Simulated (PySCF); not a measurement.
## Cd⁺: ionisation energy

Cd⁺ [Kr] 4d10 5s1 (2S) → Cd²⁺ [Kr] 4d10 (1S), as a difference of total energies. Computed with PySCF 2.14 in aug-cc-pVTZ-PP with ECP28MDF, with a scalar-relativistic core potential. Correlated levels: valence: 4s2 4p6 frozen. The calculations carry no spin-orbit coupling.

| method | ionisation energy (eV) |
| --- | --- |
| UHF | 15.549 |
| MP2 (valence) | 16.804 |
| SCS-MP2 (valence) | 16.609 |
| CCSD (valence) | 16.623 |
| CCSD(T) (valence) | 16.709 |

Errors of the correlated levels include the incompleteness of this basis and the frozen core.

Which method comes closest to the reference value, and which is furthest?

The reference is 16.908 eV (measured; NIST Atomic Spectra Database, ionization energies). Closest: MP2 (valence) (error -0.104 eV); furthest: UHF (error -1.359 eV).
